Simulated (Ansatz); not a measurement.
Ideal-gas functions of CH$_{4}$STe (`SC[TeH]`) at 600 K and 1 bar, from an Ansatz frequency run at PBE0-D4/def2-TZVP.

Molar mass 175.71 g/mol, point group C1 (symmetry number 1), electronic degeneracy 1, moments of inertia 23.408, 303.619, 320.831 u Å². Harmonic wavenumbers (cm⁻¹, unscaled): 143, 164, 264, 516, 647, 703, 774, 926, 1127, 1172, 1434, 2129, 2702, 3111, 3182.

Use S(trans) = R[1.5 ln M + 2.5 ln T − 1.1517]; rotational temperatures θ = 24.2544 K / I; S(rot) = R[ln(√π/σ · √(T³/θAθBθC)) + 1.5]; for each mode x = 1.438777 ν̃/T, S = R[x/(eˣ − 1) − ln(1 − e⁻ˣ)] and H = RT x/(eˣ − 1); 1 cm⁻¹ = 0.0119627 kJ/mol; R = 8.31446 J/(mol·K).

Question: By hand: the entropy, in J/(mol·K).

Answer: Translation 187.9. Rotation: θ = 1.0362, 0.0799, 0.0756 K, giving 118.1. Vibration, mode by mode: 17.25, 16.13, 12.25, 7.05, 5.45, 4.89, 4.27, 3.20, 2.19, 2.01, 1.22, 0.31, 0.10, 0.04, 0.03, in all 76.4. Electronic 0.0. Sum 382.4 J/(mol·K).

Question: By hand: H − E and G − E in kJ/mol, counted from the electronic energy.

Answer: Zero-point energy ½ × 18994 × 0.0119627 = 113.6; thermal vibration 24.1; translation, rotation and pV give 4 RT = 20.0. H − E = 157.7 kJ/mol, and G − E = 157.7 − 600 × 382.4/1000 = -71.7 kJ/mol.

Vibration gives 20 % of the entropy, 17.3 J/(mol·K) of it from the mode under 150 cm⁻¹: soft modes count most, and the harmonic formula is weakest for them. The sum counts one conformer and one mirror image; others add a mixing term.
